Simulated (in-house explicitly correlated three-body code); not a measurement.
Computed with an exponentially correlated three-body code. Model: two electrons around a point charge, non-relativistic, variational in 260 exponentially correlated functions (energies converged to about 1e-7 hartree, or 1e-8 relative for large Z).

The wave function depends on r1, r2 and r12, so the cusp where the electrons meet is built in. Binding is counted against the one-electron ion, and the quantum defect is n less (Z − 1)/√(2 × binding).

Command:
```bash
python run_hyl.py task.json out
```
Settings (lengths in bohr, energies in hartree):
```
Z                      1.66
interaction_strength   1
functions              260
states_tried           13
```

Run time, properties included: 35 s on 1 thread of Intel(R) Xeon(R) Platinum 8375C CPU @ 2.90GHz (Ice Lake), with other jobs on the host.

**Those bound S and P states to n = 4 that converged, binding against the one-electron ion.**

Given: nuclear charge 1.66.

Computed: one-electron threshold -1.3778 hartree.

```csv
term,energy (hartree),binding (eV),quantum defect
1 1S,-1.87120533,13.426,0.3356
2 3S,-1.46262397,2.3082,0.3976
2 1S,-1.44597114,1.855,0.21257
2 3P,-1.43551102,1.5704,0.057328
2 1P,-1.43202243,1.4755,-0.0041926
3 3S,-1.40973985,0.86913,0.38867
3 1S,?,?,?
3 3P,-1.40303653,0.68672,0.062255
3 1P,-1.40190129,0.65583,-0.0061371
4 3S,?,?,?
4 1S,-1.39290261,0.41096,0.20246
4 3P,-1.3918574,0.38252,0.063807
4 1P,-1.39136683,0.36917,-0.0067266
```

**Question.** What belongs in the row 3 1S?

**Answer.** energy (hartree): -1.40567565; binding (eV): 0.75854; quantum defect: 0.20478.

**Question.** What belongs in the row 4 3S?

**Answer.** energy (hartree): -1.39447696; binding (eV): 0.4538; quantum defect: 0.38615.

**Converged states only, values per electron or pair.**

```
term  mean r (bohr)  mean r squared (bohr²)  mean inverse r (1/bohr)  mean r12 (bohr)  mean inverse r12 (1/bohr)  mean cosine  mean p1 dot p2 (bohr⁻²)  delta r1 (bohr⁻³)  delta r12 (bohr⁻³)
1 1S         1.1817                  1.9541                   1.3485           1.8265                     0.7346    -0.076024                  0.11572            0.96536             0.04668
2 3S         3.4201                  21.324                  0.94108           6.0403                    0.19912    -0.016299                0.0042633            0.74563                   -
2 1S         4.1351                  32.166                  0.92345           7.4441                    0.17393    -0.013158                0.0055456            0.74107           0.0027641
2 3P           3.95                  30.304                  0.91845           7.0904                    0.17823    -0.024828                -0.022004            0.72276                   -
2 1P         4.2698                  35.457                  0.91162           7.7056                    0.16254   -0.0079756                 0.014659            0.72817          0.00014227
3 3S              ?                       ?                        ?                ?                          ?            ?                        ?                  ?                   -
3 1S         9.3621                  180.87                  0.86972           17.852                   0.076111   -0.0036863                0.0014732            0.73146          0.00074496
3 3P         9.4795                  189.06                  0.86851           18.092                   0.077376   -0.0072511               -0.0067019            0.72642                   -
3 1P         9.9711                  209.15                  0.86635           19.068                   0.072487   -0.0021685                0.0047842            0.72811           4.888e-05
4 3S         15.315                  498.24                  0.85374           29.745                   0.045464   -0.0015588               0.00038915            0.72961                   -
4 1S              ?                       ?                        ?                ?                          ?            ?                        ?                  ?                   ?
4 3P         17.284                  644.31                  0.85141           33.684                    0.04296   -0.0030168               -0.0028186            0.72736                   -
4 1P         17.943                   694.3                  0.85049           34.999                   0.040879  -0.00089028                0.0020775            0.72804          2.1622e-05
```

**Question.** What belongs in the row 3 3S?

**Answer.** mean r (bohr): 8.2313; mean r squared (bohr²): 138.46; mean inverse r (1/bohr): 0.87435; mean r12 (bohr): 15.597; mean inverse r12 (1/bohr): 0.083368; mean cosine: -0.0040489; mean p1 dot p2 (bohr⁻²): 0.001021; delta r1 (bohr⁻³): 0.73221.

**Question.** What belongs in the row 4 1S?

**Answer.** mean r (bohr): 16.863; mean r squared (bohr²): 606.51; mean inverse r (1/bohr): 0.85189; mean r12 (bohr): 32.839; mean inverse r12 (1/bohr): 0.042453; mean cosine: -0.0015015; mean p1 dot p2 (bohr⁻²): 0.00058998; delta r1 (bohr⁻³): 0.72937; delta r12 (bohr⁻³): 0.00029993.

**Electric-dipole lines between converged S and P states, rate of the upper state's decay.**

| s state | p state | p minus s (eV) | oscillator strength from s | rate (1/s) |
| --- | --- | --- | --- | --- |
| 1 1S | 2 1P | 11.951 | 0.17707 | 3.6579e+08 |
| 1 1S | 3 1P | 12.77 | 0.049778 | 1.1742e+08 |
| 1 1S | 4 1P | 13.057 | 0.020594 | 5.0784e+07 |
| 2 1S | 2 1P | 0.37956 | 0.50841 | 1.0594e+06 |
| 2 1S | 3 1P | 1.1992 | 0.084821 | 1.7643e+06 |
| 2 1S | 4 1P | 1.4859 | 0.031519 | 1.0065e+06 |
| 3 1S | 2 1P | -0.71693 | -0.19609 | 4.3733e+06 |
| 3 1S | 3 1P | 0.10271 | 0.83363 | 127190 |
| 3 1S | 4 1P | 0.38936 | 0.07128 | 156300 |
| 4 1S | 2 1P | ? | ? | ? |
| 4 1S | 3 1P | -0.24487 | -0.40681 | 1.0584e+06 |
| 4 1S | 4 1P | 0.041791 | 1.1356 | 28686 |
| 2 3S | 2 3P | 0.73778 | 0.69734 | 5.4902e+06 |
| 2 3S | 3 3P | 1.6215 | 0.01329 | 505400 |
| 2 3S | 4 3P | 1.9257 | 0.008205 | 440080 |
| 3 3S | 2 3P | -0.70127 | -0.29575 | 6.3112e+06 |
| 3 3S | 3 3P | 0.18241 | 1.1392 | 548230 |
| 3 3S | 4 3P | ? | ? | ? |
| 4 3S | 2 3P | -1.1166 | -0.0371 | 2.0071e+06 |
| 4 3S | 3 3P | -0.23292 | -0.60369 | 1.4211e+06 |
| 4 3S | 4 3P | 0.071282 | 1.5438 | 113460 |

**Question.** What belongs in the row 4 1S 2 1P?

**Answer.** p minus s (eV): -1.0645; oscillator strength from s: -0.031591; rate (1/s): 1.5534e+06.

**Question.** What belongs in the row 3 3S 4 3P?

**Answer.** p minus s (eV): 0.48661; oscillator strength from s: 0.0038827; rate (1/s): 13298.

**Functionals on the exact density and self-consistent, errors are functional minus exact, hybrids only self-consistent, a dash where a self-consistent run leaves the top level unbound.**

| result | exchange error (millihartree) | correlation error (millihartree) | functional driven error (millihartree) | density driven error (millihartree) | self consistent total error (millihartree) | top level plus exact binding (eV) |
| --- | --- | --- | --- | --- | --- | --- |
| BP86 | -2.9278 | -1.9379 | -4.8657 | -0.6167 | -5.4824 | 6.5101 |
| r2SCAN | -5.6889 | 4.9518 | -0.73712 | -0.21829 | -0.95541 | 6.109 |
| OLYP | ? | ? | ? | ? | ? | ? |
| revTPSS | -4.7631 | -3.0196 | -7.7827 | -0.14394 | -7.9266 | 6.1459 |
| TPSS | -5.4251 | 0.26337 | -5.1618 | -0.24326 | -5.405 | 6.2903 |
| M06-L | -10.229 | 4.0111 | -6.218 | -2.2593 | -8.4773 | 6.0913 |
| PBEsol | 43.094 | -8.4079 | 34.686 | -0.87305 | 33.813 | 6.8084 |
| AM05 | 83.95 | -47.442 | 36.508 | -0.99844 | 35.51 | 6.8413 |
| PW91 | 3.7396 | -1.6874 | 2.0522 | -0.87526 | 1.1769 | 6.5605 |
| SCAN | -5.6889 | 4.9518 | -0.73712 | -0.21829 | -0.95541 | 6.109 |
| HSE06 | - | - | - | - | 4.8848 | 5.1466 |
| r2SCAN0 | - | - | - | - | 0.63017 | 4.3659 |
| LDA PW92 | 110.35 | -60.731 | 49.622 | -1.4501 | 48.172 | 6.7279 |
| LDA VWN5 | 110.35 | -61.001 | 49.352 | -1.4345 | 47.917 | 6.7256 |
| RPBE | -7.919 | 1.4441 | -6.4749 | -0.96982 | -7.4447 | 6.6033 |
| B3LYP VWN-RPA | - | - | - | - | -12.155 | 4.9052 |
| PBE0 | - | - | - | - | 5.8883 | 4.7429 |
| BLYP | -2.9278 | 0.17214 | -2.7557 | -1.2028 | -3.9585 | 6.5535 |
| wB97X | - | - | - | - | ? | ? |
| PBE | 6.2322 | 1.4441 | 7.6763 | -0.83245 | 6.8438 | 6.6395 |

**Question.** What belongs in the row OLYP?

**Answer.** exchange error (millihartree): -2.9249; correlation error (millihartree): 0.17214; functional driven error (millihartree): -2.7528; density driven error (millihartree): -1.2708; self consistent total error (millihartree): -4.0235; top level plus exact binding (eV): 6.6524.

**Question.** What belongs in the row wB97X?

**Answer.** self consistent total error (millihartree): -1.567; top level plus exact binding (eV): 1.979.

The density-driven part is never positive, since each functional's own density lowers its energy. Here it is small beside the functional-driven part (median ratio 0.13), the normal case.
